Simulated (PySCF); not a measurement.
Relaxation of singlet PtH₅⁻

These are results of PBE0/[Pt def2-TZVPD with ECP60, H def2-TZVPD], scalar-relativistic core potentials, density fitting, no spin–orbit coupling, PySCF, not measurements. A (50,194) grid was used.

A start displaced from a saddle point along its imaginary mode, of C2 symmetry, held to at least that symmetry:

```xyz
6
charge -1 multiplicity 1, angstrom
Pt    0.0079    0.0000    0.0000
H     0.0710    0.0320    1.6588
H     0.0710   -0.0320   -1.6588
H     1.6018    0.0000    0.0000
H    -1.6350    0.4419    0.1200
H    -1.6350   -0.4419   -0.1200
```

Question: What does it relax to?

Answer: It ends at C2v with H–H 0.966 Å, Pt–H 1.595 Å, Pt–H 1.649 Å (×2), Pt–H 1.677 Å (×2); H–H–Pt 73.3° (×2), H–Pt–H 33.5°, H–Pt–H 80.2° (×2), H–Pt–H 83.1° (×2), H–Pt–H 113.7° (×2), H–Pt–H 163.3° (×2), H–Pt–H 166.1°. A frequency run shows a minimum. Other isomers or separated fragments may lie lower.

Question: How much energy is released, and in how many steps?

Answer: 17.9 kJ/mol in 15 steps.

No spin–orbit coupling is included, which matters more the heavier the element.
